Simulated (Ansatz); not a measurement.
Geometry optimisation, Ansatz 0.2.0, RKS PBE/def2-SVP.

input.yaml

```yaml
crystal:
  periodic: [false, false, false]
  atoms:
    - { symbol: Ti, position_ang: [0.0, 0.0, 0.0] }
    - { symbol: O, position_ang: [0.0, 0.0, 2.27] }
    - { symbol: Si, position_ang: [-1.3147, -0.4067, 3.2336] }
    - { symbol: H, position_ang: [-2.239, -1.2403, 2.4704] }
    - { symbol: H, position_ang: [-0.8506, -1.1432, 4.4057] }
    - { symbol: H, position_ang: [-1.9987, 0.8095, 3.6633] }
    - { symbol: Cl, position_ang: [2.2349, 0.0, -0.7892] }
    - { symbol: Cl, position_ang: [-1.1163, 1.9339, -0.7892] }
    - { symbol: Cl, position_ang: [-1.1163, -1.9339, -0.7892] }
    - { symbol: F, position_ang: [1.1117, -1.6882, 0.6716] }
    - { symbol: H, position_ang: [0.7287, -1.1066, 1.7956] }
basis:
  gaussian: { orbitals: def2-SVP }
hamiltonian:
  xc: pbe
relax:
  f_tol: 0.15
  max_steps: 25
  restrain:
    - { distance: [0, 9], at: 3.03, k: 30.0 }
    - { distance: [10, 1], at: 2.21, k: 30.0 }
    - { distance: [0, 1], at: 1.92, k: 30.0 }
    - { distance: [10, 9], at: 0.92, k: 30.0 }
output:
  orbitals: {}
```

Run as:

```bash
$ ansatz run input.yaml --threads 4 --pin off --max-ram 5120MiB --backend cpu --events-out ev --progress --plain --runs-dir out
```

**Question.** Where does it end, and by what steps?

**Answer.** The run converged. The restraints hold the end off the free minimum; the threshold counts their pulls, which the force column leaves out. Restrained pairs: Ti1–F10 (2.13 → 3.03 Å), O2–H11 (1.41 → 2.21 Å), Ti1–O2 (2.27 → 1.86 Å), F10–H11 (1.32 → 0.93 Å). After 15 steps the energy has fallen by 2.578 eV (the restraints' own energy left out); F10 moved furthest, 0.99 Å.

```csv
step,energy less start (eV),largest force component (eV/Å),accepted
0,0.0000,3.400,yes
1,-0.3792,3.550,yes
2,-0.8215,3.241,yes
3,-1.4784,2.787,yes
4,-2.3370,1.401,yes
5,-2.4916,1.662,yes
6,-2.5290,1.734,yes
7,-2.4548,2.224,no
8,-2.5491,1.691,yes
9,-2.5525,1.699,no
10,-2.5552,1.675,yes
11,-2.5582,1.691,yes
12,-2.5637,1.692,yes
13,-2.5705,1.750,yes
14,-2.5545,1.812,no
15,-2.5783,1.726,yes
```

```xyz
11
Properties=species:S:1:pos:R:3
Ti -0.153 0.156 -0.051
O -0.319 0.185 1.802
Si -1.283 -0.429 3.064
H -2.220 -1.470 2.526
H -0.373 -1.023 4.100
H -2.052 0.713 3.662
Cl 1.965 0.121 -0.617
Cl -1.016 2.014 -0.801
Cl -1.304 -1.469 -0.940
F 0.959 -2.190 1.511
H 1.236 -1.382 1.886
```

Run time: 45 s on 4 threads of Arm Neoverse V2, with other jobs on the host, peak memory 0.27 GiB.
